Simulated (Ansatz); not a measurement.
Pulling on the Ge1–H2 bond in GeH2 (SMILES [GeH2]) (multiplicity 1 held, fragments rigid). Energies count from the point at 1.599 Å.
Geometry at that point (charge 0, multiplicity 1):
```csv
atom,x (Å),y (Å),z (Å)
Ge,0.0066,-0.0005,0.0658
H,-0.1232,-1.1290,-1.0600
H,-0.0886,1.1454,-1.0458
```

Restricted levels (R-, RO-) in cc, def2 and unpolarised 6-31G sets keep to the state of the molecule at rest. Active spaces are followed from a long bond inwards. Full CI gives the lowest state of the spin. Levels need not reach the same state.

Cores are frozen in the correlated methods. Filled d and f shells under p-block atoms count as core.

Codes used: Ansatz (a program for electronic structure) with Gaussian orbitals. 

Energies in kJ/mol.

```csv
R (Å),R-MP2/cc-pVDZ,R-SCS-MP2/cc-pVDZ,R-CCSD(T)/cc-pVDZ,"FIC-NEVPT4(SD) on CASSCF(2,2)/cc-pVDZ",FCI/cc-pVDZ
1.279,110,110,112,114,112
1.439,20,21,22,23,22
1.599,0,0,0,0,0
1.759,16,15,13,12,13
1.919,49,48,43,41,43
2.159,112,109,98,95,98
2.399,176,172,152,147,151
2.799,269,263,219,214,219
3.199,340,330,256,253,258
3.679,396,381,266,274,279
4.318,426,401,257,282,287
5.118,409,368,245,284,289
```

Doubts at one or more of the structures used: a restricted determinant that unrestricted orbitals would lower (R-MP2/cc-pVDZ, R-SCS-MP2/cc-pVDZ, R-CCSD(T)/cc-pVDZ); T1 above 0.05 (R-CCSD(T)/cc-pVDZ); other coupled-cluster roots lie near (R-CCSD(T)/cc-pVDZ).
